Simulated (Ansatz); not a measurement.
Total energies of `FC1(F)CC1(F)F`.

Cartesian coordinates in Å:
```
F 1.4255 0.5290 -1.2003
C 0.6442 0.5254 -0.1205
F 1.0435 1.4462 0.7565
C -0.8253 0.2605 -0.2832
C 0.0737 -0.7520 0.3668
F 0.3472 -1.8852 -0.2793
F -0.0347 -0.9681 1.6775
H -1.4979 0.8085 0.3657
H -1.1761 0.0357 -1.2832
```

Charge 0, multiplicity 1. The geometry is a stationary point of PBE0-D4/def2-TZVP. Basis def2-TZVPP, Ansatz.

RPA on PBE orbitals: Hartree–Fock energy of these orbitals -512.59638 Eh, correlation -2.21085 Eh (frozen core).

| functional | energy without D4 (Eh) | D4 term (kJ/mol) |
| --- | --- | --- |
| LDA (SPW92) | -511.49442 | – |
| PBE | -514.54398 | -15.6 |
| revPBE | -514.88997 | -56.9 |
| BLYP | -514.98187 | -35.8 |
| PBE0 | -514.54840 | -12.9 |
| B3LYP | -515.05522 | -25.0 |
| r2SCAN0 | -514.76467 | -4.4 |
| HSE06 (plane-wave form) | -514.52650 | -11.8 |
| BHLYP | -514.83943 | -16.7 |
| CAM-B3LYP | -514.91231 | -12.8 |
| LC-ωPBE | -514.77249 | – |
| ωB97X-V | -514.89686 | – |
| ωB97M-V | -514.92725 | – |
| B2PLYP | -514.74495 | – |

(1) Give the same for r2SCAN, B97M-V, r2SCANh, PBE-QIDH. (Estimate.)

B3LYP takes the VWN-RPA correlation (the form of Gaussian; ORCA's B3LYP/G). HSE06 is the plane-wave form, built on full-range PBE exchange. The double hybrids freeze the cores in their second-order part.

Results:

(1) Computed: 
```json
{"functional": "r2SCAN", "energy without D4 (Eh)": "-514.83235", "D4 term (kJ/mol)": "-3.8"}
{"functional": "B97M-V", "energy without D4 (Eh)": "-514.91879", "D4 term (kJ/mol)": "–"}
{"functional": "r2SCANh", "energy without D4 (Eh)": "-514.80454", "D4 term (kJ/mol)": "-4.0"}
{"functional": "PBE-QIDH", "energy without D4 (Eh)": "-514.47798", "D4 term (kJ/mol)": "–"}
```

LC-ωPBE has ω = 0.4 bohr⁻¹.
